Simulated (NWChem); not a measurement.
System: C2H3BClF; SMILES C=CB(F)Cl

NWChem printed, in part:

```
             Northwest Computational Chemistry Package (NWChem) 7.3.0
             --------------------------------------------------------

 CS  symmetry detected

                             Geometry "geometry" -> ""
                             -------------------------

 Output coordinates in angstroms (scale by  1.889725989 to convert to a.u.)

  No.       Tag          Charge          X              Y              Z
 ---- ---------------- ---------- -------------- -------------- --------------
    1 B                    5.0000    -0.52733204     0.15010681     0.00000000
    2 F                    9.0000    -1.69555189     0.76630236     0.00000000
    3 Cl                  17.0000     0.91033948     1.17065825     0.00000000
    4 C                    6.0000    -0.45559714    -1.39464233     0.00000000
    5 C                    6.0000     0.69547507    -2.08184749     0.00000000
    6 H                    1.0000    -1.40241888    -1.94876082     0.00000000
    7 H                    1.0000     0.72314939    -3.17644201     0.00000000
    8 H                    1.0000     1.66085796    -1.56430375     0.00000000

 Effective nuclear repulsion energy (a.u.)     187.4537955749

      Symmetry information
      --------------------

 Group name             Cs
 Group number              2
 Group order               2
 No. of unique centers     8

  pbe96 is a nonlocal functional; adding pw91lda local functional.

                                 NWChem DFT Module
                                 -----------------

 Summary of "ao basis" -> "ao basis" (spherical)
 ------------------------------------------------------------------------------
       Tag                 Description            Shells   Functions and Types
 ---------------- ------------------------------  ------  ---------------------
 B                           6-31g*                  6       14   3s2p1d
 F                           6-31g*                  6       14   3s2p1d
 Cl                          6-31g*                  8       18   4s3p1d
 C                           6-31g*                  6       14   3s2p1d
 H                           6-31g*                  2        2   2s

      Symmetry analysis of basis
      --------------------------

        a'         59
        a"         21

            General Information
            -------------------
          SCF calculation type: DFT
          Wavefunction type:  closed shell.
          No. of atoms     :     8
          No. of electrons :    46
           Alpha electrons :    23
            Beta electrons :    23
          Charge           :     0
          Spin multiplicity:     1
          Use of symmetry is: on ; symmetry adaption is: on
          Maximum number of iterations: 150
          AO basis - number of functions:    80
                     number of shells:    38
          Convergence on energy requested:  1.00D-06
          Convergence on density requested:  1.00D-05
          Convergence on gradient requested:  5.00D-04

              XC Information
              --------------
          PerdewBurkeErnzerhof Exchange Functional  1.000
            Perdew 1991 LDA Correlation Functional  1.000 local
           PerdewBurkeErnz. Correlation Functional  1.000 non-local

             Grid Information
             ----------------
          Grid used for XC integration:  fine
          Radial quadrature: Mura-Knowles
          Angular quadrature: Lebedev.
          Tag              B.-S. Rad. Rad. Pts. Rad. Cut. Ang. Pts.
          ---              ---------- --------- --------- ---------
          B                   0.85       70          10.0       590
          F                   0.50       70          11.0       590
          Cl                  1.00      123          11.0       770
          C                   0.70       70          10.0       590
          H                   0.35       60          11.0       590
          Grid pruning is: on
          Number of quadrature shells:   583
          Spatial weights used:  Erf1

      Superposition of Atomic Density Guess
      -------------------------------------

 Sum of atomic energies:        -660.16420915

      Non-variational initial energy
      ------------------------------

 Total energy =    -662.189177
 1-e energy   =   -1281.833401
 2-e energy   =     432.190428
 HOMO         =      -0.333597
 LUMO         =      -0.030241

      Symmetry analysis of molecular orbitals - initial
      -------------------------------------------------

  Numbering of irreducible representations:

     1 a'          2 a"

  Orbital symmetries:

     1 a'          2 a'          3 a'          4 a'          5 a'
     6 a'          7 a'          8 a"          9 a'         10 a'
    11 a'         12 a'         13 a'         14 a'         15 a'
    16 a"         17 a'         18 a'         19 a'         20 a"
    21 a'         22 a'         23 a"         24 a"         25 a"
    26 a'         27 a'         28 a'         29 a'         30 a'
    31 a'         32 a'         33 a'

     ---------------------------------------------
      Total Density - Mulliken Population Analysis
     ---------------------------------------------

    Atom       Charge   Shell Charges
 -----------   ------   -------------------------------------------------------
    1 B    5     4.09   2.00  0.54  0.91  0.33  0.21  0.10
    2 F    9     9.46   2.00  0.95  3.45  0.98  2.08  0.01
    3 Cl  17    17.34   2.00  2.00  5.98  1.38  3.70  0.55  1.72  0.01
    4 C    6     6.41   2.00  0.74  1.98  0.60  1.07  0.03
    5 C    6     6.35   2.00  0.74  1.87  0.63  1.09  0.03
    6 H    1     0.78   0.46  0.32
    7 H    1     0.78   0.47  0.32
    8 H    1     0.79   0.47  0.32

   convergence    iter        energy       DeltaE   RMS-Dens  Diis-err
 ---------------- ----- ----------------- --------- --------- ---------
 d= 0,ls=0.0,diis     1   -662.4464604359 -8.50D+02  1.79D-02  7.60D-01
 d= 0,ls=0.0,diis     2   -662.3327455422  1.14D-01  1.11D-02  2.09D+00
 d= 0,ls=0.0,diis     3   -662.5283728600 -1.96D-01  3.34D-03  8.30D-02
 d= 0,ls=0.0,diis     4   -662.5322609798 -3.89D-03  1.85D-03  2.40D-02
 d= 0,ls=0.0,diis     5   -662.5352347642 -2.97D-03  3.34D-04  6.01D-04
  Resetting Diis
 d= 0,ls=0.0,diis     6   -662.5353167633 -8.20D-05  1.04D-04  5.90D-05
 d= 0,ls=0.0,diis     7   -662.5353229991 -6.24D-06  1.41D-04  2.45D-05
 d= 0,ls=0.0,diis     8   -662.5352997153  2.33D-05  1.05D-04  1.85D-04
 d= 0,ls=0.0,diis     9   -662.5353264476 -2.67D-05  6.75D-06  3.89D-07
 d= 0,ls=0.0,diis    10   -662.5353264936 -4.59D-08  1.88D-06  6.06D-08

         Total DFT energy =     -662.535326493564
      One electron energy =    -1284.889444365917
           Coulomb energy =      489.244573728435
    Exchange-Corr. energy =      -54.344251431009
 Nuclear repulsion energy =      187.453795574926

 Numeric. integr. density =       46.000001296807

                  Occupations of the irreducible representations
                  ----------------------------------------------

                     irrep           alpha         beta
                     --------     --------     --------
                     a'               19.0         19.0
                     a"                4.0          4.0

                       DFT Final Molecular Orbital Analysis
                       ------------------------------------

 Vector   21  Occ=2.000000D+00  E=-2.962087D-01  Symmetry=a'
              MO Center= -1.9D-01, -4.5D-01,  2.4D-15, r^2= 3.9D+00
   Bfn.  Coefficient  Atom+Function         Bfn.  Coefficient  Atom+Function
  ----- ------------  ---------------      ----- ------------  ---------------
    35      0.365522  3 Cl px                18      0.298920  2 F  py
    50      0.290574  4 C  py                 4     -0.244102  1 B  py
    22      0.203181  2 F  py                39      0.195143  3 Cl px
    64     -0.191760  5 C  py                78      0.162620  7 H  s
    76     -0.151724  6 H  s                 77      0.143382  7 H  s

 Vector   22  Occ=2.000000D+00  E=-2.797967D-01  Symmetry=a'
              MO Center=  6.8D-01,  8.7D-01, -1.3D-14, r^2= 2.1D+00
   Bfn.  Coefficient  Atom+Function         Bfn.  Coefficient  Atom+Function
  ----- ------------  ---------------      ----- ------------  ---------------
    36      0.595336  3 Cl py                35     -0.343771  3 Cl px
    40      0.311857  3 Cl py                32     -0.232878  3 Cl py
    39     -0.182511  3 Cl px                50      0.167085  4 C  py
    31      0.134528  3 Cl px                52      0.132295  4 C  s
    17     -0.102941  2 F  px                 4     -0.095909  1 B  py

 Vector   23  Occ=2.000000D+00  E=-2.612127D-01  Symmetry=a"
              MO Center=  1.9D-01, -1.3D+00, -1.4D-15, r^2= 2.5D+00
   Bfn.  Coefficient  Atom+Function         Bfn.  Coefficient  Atom+Function
  ----- ------------  ---------------      ----- ------------  ---------------
    51      0.377713  4 C  pz                65      0.374086  5 C  pz
    37     -0.278985  3 Cl pz                55      0.255325  4 C  pz
    69      0.252921  5 C  pz                41     -0.152392  3 Cl pz
    33      0.108355  3 Cl pz                19     -0.065665  2 F  pz
     5      0.062488  1 B  pz                23     -0.050480  2 F  pz

 Vector   24  Occ=0.000000D+00  E=-9.040839D-02  Symmetry=a"
              MO Center=  1.9D-03, -9.3D-01,  1.2D-14, r^2= 3.1D+00
   Bfn.  Coefficient  Atom+Function         Bfn.  Coefficient  Atom+Function
  ----- ------------  ---------------      ----- ------------  ---------------
    69      0.448739  5 C  pz                65      0.402584  5 C  pz
     5     -0.388008  1 B  pz                 9     -0.296994  1 B  pz
    55     -0.274093  4 C  pz                51     -0.223411  4 C  pz
    19      0.194574  2 F  pz                37      0.175752  3 Cl pz
    23      0.171267  2 F  pz                41      0.159863  3 Cl pz

 Vector   25  Occ=0.000000D+00  E= 3.491318D-02  Symmetry=a"
              MO Center= -2.5D-01, -6.2D-01, -1.4D-14, r^2= 2.9D+00
   Bfn.  Coefficient  Atom+Function         Bfn.  Coefficient  Atom+Function
  ----- ------------  ---------------      ----- ------------  ---------------
    55     -0.627318  4 C  pz                 9      0.575078  1 B  pz
     5      0.461420  1 B  pz                51     -0.424112  4 C  pz
    69      0.412114  5 C  pz                65      0.226693  5 C  pz
    37     -0.193711  3 Cl pz                23     -0.189845  2 F  pz
    41     -0.189292  3 Cl pz                19     -0.185530  2 F  pz

 Vector   26  Occ=0.000000D+00  E= 6.820487D-02  Symmetry=a'
              MO Center= -4.8D-02, -6.5D-01, -5.2D-14, r^2= 5.5D+00
   Bfn.  Coefficient  Atom+Function         Bfn.  Coefficient  Atom+Function
  ----- ------------  ---------------      ----- ------------  ---------------
     6      1.411719  1 B  s                 52     -0.976609  4 C  s
    76      0.944861  6 H  s                 66     -0.782017  5 C  s
    78      0.682492  7 H  s                 38     -0.605927  3 Cl s
    39      0.574961  3 Cl px                40      0.498261  3 Cl py
    53      0.451190  4 C  px                 7      0.432439  1 B  px

     ---------------------------------------------
      Total Density - Mulliken Population Analysis
     ---------------------------------------------

    Atom       Charge   Shell Charges
 -----------   ------   -------------------------------------------------------
    1 B    5     4.68   2.00  0.56  1.39  0.27  0.35  0.12
    2 F    9     9.17   2.00  0.94  3.32  0.98  1.93  0.01
    3 Cl  17    17.14   2.00  2.00  5.97  1.41  3.65  0.53  1.57  0.02
    4 C    6     6.18   2.00  0.68  2.06  0.57  0.84  0.02
    5 C    6     6.33   2.00  0.70  2.02  0.62  0.97  0.03
    6 H    1     0.85   0.52  0.32
    7 H    1     0.83   0.52  0.31
    8 H    1     0.82   0.52  0.30

     -------------------------------------------
      Total Density - Lowdin Population Analysis
     -------------------------------------------

    Atom       Charge   Shell Charges
 -----------   ------   -------------------------------------------------------
    1 B    5     5.15   1.98  0.44  1.26  0.34  0.83  0.30
    2 F    9     8.96   1.99  0.90  3.16  0.77  2.10  0.02
    3 Cl  17    16.95   2.00  1.99  5.91  1.14  3.35  0.62  1.92  0.02
    4 C    6     6.19   1.99  0.54  1.85  0.42  1.32  0.06
    5 C    6     6.19   1.99  0.57  1.82  0.45  1.30  0.06
    6 H    1     0.85   0.49  0.36
    7 H    1     0.86   0.49  0.37
    8 H    1     0.85   0.49  0.37

     Multipole analysis of the density
     ---------------------------------

     L   x y z        total         alpha         beta         nuclear
     -   - - -        -----         -----         ----         -------
     0   0 0 0     -0.000000    -23.000000    -23.000000     46.000000

     1   1 0 0      0.019731      0.009865      0.009865      0.000000
     1   0 1 0     -0.775425     -0.387713     -0.387713      0.000000
     1   0 0 1      0.000000      0.000000      0.000000      0.000000

     2   2 0 0    -25.952163   -103.588920   -103.588920    181.225677
     2   1 1 0     -0.217613      1.694059      1.694059     -3.605731
     2   1 0 1      0.000000      0.000000      0.000000      0.000000
     2   0 2 0    -24.409817   -159.876136   -159.876136    295.342455
     2   0 1 1     -0.000000     -0.000000     -0.000000      0.000000
     2   0 0 2    -26.321133    -13.160566    -13.160566      0.000000

            General Information
            -------------------
          SCF calculation type: DFT
          Wavefunction type:  closed shell.
          No. of atoms     :     8
          No. of electrons :    46
           Alpha electrons :    23
            Beta electrons :    23
          Charge           :     0
          Spin multiplicity:     1
          Use of symmetry is: on ; symmetry adaption is: on
          Maximum number of iterations: 150
          AO basis - number of functions:    80
                     number of shells:    38
          Convergence on energy requested:  1.00D-06
          Convergence on density requested:  1.00D-05
          Convergence on gradient requested:  5.00D-04

              XC Information
              --------------
          PerdewBurkeErnzerhof Exchange Functional  1.000
            Perdew 1991 LDA Correlation Functional  1.000 local
           PerdewBurkeErnz. Correlation Functional  1.000 non-local

[...]

                         DFT ENERGY GRADIENTS

    atom               coordinates                        gradient
                 x          y          z           x          y          z
   1 B      -0.996513   0.283661   0.000000   -0.004499   0.008025   0.000000
   2 F      -3.204128   1.448101   0.000000    0.012021  -0.006135   0.000000
   3 Cl      1.720292   2.212223   0.000000   -0.006305  -0.004387   0.000000
   4 C      -0.860954  -2.635492   0.000000    0.006823  -0.005078   0.000000
   5 C       1.314257  -3.934121   0.000000   -0.007447   0.005312   0.000000
   6 H      -2.650187  -3.682624   0.000000    0.001318   0.000661   0.000000
   7 H       1.366554  -6.002605   0.000000   -0.000848   0.001046   0.000000
   8 H       3.138566  -2.956105   0.000000   -0.001063   0.000555   0.000000
```

Level: PBE/6-31G* (spherical d). Coordinates come from a PBE0/def2-SVP optimisation.

Problem. Write an input that gives this output.

Solution. Several could match; the one computed here: the input that was run:
```
start job
memory heap 200 mb stack 900 mb global 1100 mb
geometry units angstroms noautoz
  B     -0.510062     0.167949     0.000000
  F     -1.654432     0.827382     0.000000
  Cl     0.964753     1.134047     0.000000
  C     -0.496120    -1.378402     0.000000
  C      0.628460    -2.108154     0.000000
  H     -1.462993    -1.896741     0.000000
  H      0.615199    -3.203018     0.000000
  H      1.612514    -1.627058     0.000000
end
basis spherical
  B library 6-31g*
  F library 6-31g*
  Cl library 6-31g*
  C library 6-31g*
  H library 6-31g*
end
dft
  xc xpbe96 cpbe96
  grid fine
  iterations 150
  mulliken
end
task dft gradient
```
